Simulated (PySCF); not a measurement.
**TcO₃Br: from structure and modes to constants**

Computed with PBE0 in PySCF with Tc def2-SVP with ECP28, O def2-SVP, Br def2-SVP; scalar-relativistic core potentials, no spin–orbit coupling; density-fitted integrals.

The singlet minimum has C3v symmetry. Masses (u): Tc 98.90722, O 15.99492, Br 78.91834.

```xyz
5
charge 0 multiplicity 1, angstrom
Tc   -0.5792    0.0000   -0.4201
O    -0.5556    1.3590   -1.3722
O    -0.5556   -1.3590   -1.3722
O    -1.9376    0.0000    0.5332
Br    1.3438    0.0000    0.9746
```

Harmonic wavenumbers (cm⁻¹): 183.0 (e, ×2), 254.5 (a1, ×1), 362.4 (e, ×2), 384.4 (a1, ×1), 1047.6 (e, ×2), 1060.8 (a1, ×1).

Task: What is the harmonic zero-point energy?

Result: Half the sum of all 9 wavenumbers, 4886/2 = 2443 cm⁻¹, which is 29.2 kJ/mol (1 cm⁻¹ = 0.0119627 kJ/mol).

Task: Find the vibrational entropy and heat capacity at 298.15 K.

Result: With u = 1.43878 ω/T, each mode gives S = R[u/(eᵘ−1) − ln(1−e⁻ᵘ)] and C = R u² eᵘ/(eᵘ−1)².
```tsv
ω (cm⁻¹)	u	S (J/(mol K))	C (J/(mol K))
183.0 (×2)	0.883	9.61	7.79
254.5	1.228	7.11	7.34
362.4 (×2)	1.749	4.65	6.48
384.4	1.855	4.28	6.29
1047.6 (×2)	5.055	0.32	1.37
1060.8	5.119	0.31	1.32
```
The sums over all modes are S = 40.9 and C = 46.3 J/(mol K); the softest mode gives 24 % of the entropy (each member, where degenerate).

Stability towards spin polarisation was not tested. This need not be the most stable arrangement of these atoms.
